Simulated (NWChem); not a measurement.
Molecule: C$_{2}$H$_{5}$NOSi; SMILES O[Si@@H]1C=NC1

```xyz
10

O      0.0120    -2.0152     0.4538
Si     0.0196    -0.5686    -0.3708
C      1.1004     0.9163     0.0602
N      0.1223     1.7575     0.1507
C     -1.1186     0.9151     0.0405
H      0.0069    -1.9639     1.4203
H      0.0627    -0.9852    -1.7964
H      2.1346     1.2584     0.1392
H     -1.8054     1.3090    -0.7169
H     -1.6473     0.9102     0.9999
```
Atoms are numbered in this order, from 1.

Computed with NWChem. Pople sets run with spherical d functions. Coordinates come from a B3LYP/6-31G* (spherical d) optimisation. Level: B3LYP/6-31G* with SMD (1 M gas to 1 M solution), gas-phase geometry. Reactions with the solvent are ignored.

For solvent water:

```
Item                                         Result
-------------------------------------------  ------
solvation free energy (kcal/mol)               -6.2
cavity-dispersion-structure term (kcal/mol)     2.8
dipole in solution (D)                         1.96
```

Problem. Estimate the same quantities for solvent toluene.

Solution. 
| Item | Result |
|---|---|
| solvation free energy (kcal/mol) | -3.4 |
| cavity-dispersion-structure term (kcal/mol) | -0.1 |
| dipole in solution (D) | 1.74 |
